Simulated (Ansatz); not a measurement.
ClH$_{5}$OSiSn, SMILES `Cl[SiH2][O][SnH3]` at its PBE0-D4/def2-TZVP geometry, where that method's forces vanish. Charge 0, multiplicity 1. Sn: def2 effective core potential.

```csv
atom,x (Å),y (Å),z (Å)
Cl1,2.166,-1.002,0.442
Si2,1.175,0.775,0.831
O3,-0.288,0.743,0.162
Sn4,-1.346,-0.599,-0.829
H5,1.096,0.893,2.305
H6,2.007,1.855,0.252
H7,-1.501,-1.950,0.193
H8,-2.815,0.214,-1.094
H9,-0.492,-0.929,-2.262
```

(1) For each bond, give half the difference of the two atoms' forces along it (eV/Å; positive pushes the atoms apart) under PBE-D4, r2SCAN-D4, B3LYP-D4, ωB97M-V in def2-TZVPP. (Estimate.)

## Answers

(1) Computed: 
```tsv
bond	length (Å)	PBE-D4	r2SCAN-D4	B3LYP-D4	ωB97M-V
Cl1–Si2	2.072	0.10	0.04	0.23	0.10
Si2–O3	1.609	0.33	0.04	0.04	0.10
Si2–H5	1.481	0.01	-0.03	-0.14	-0.17
Si2–H6	1.481	0.02	-0.03	-0.14	-0.18
O3–Sn4	1.976	0.21	0.09	0.21	0.06
Sn4–H7	1.701	0.04	-0.02	0.00	-0.07
Sn4–H8	1.700	0.06	-0.02	-0.02	-0.09
Sn4–H9	1.700	0.04	-0.02	0.00	-0.07
```

B3LYP here is the variant with VWN-RPA as its local correlation; programs differ in this.
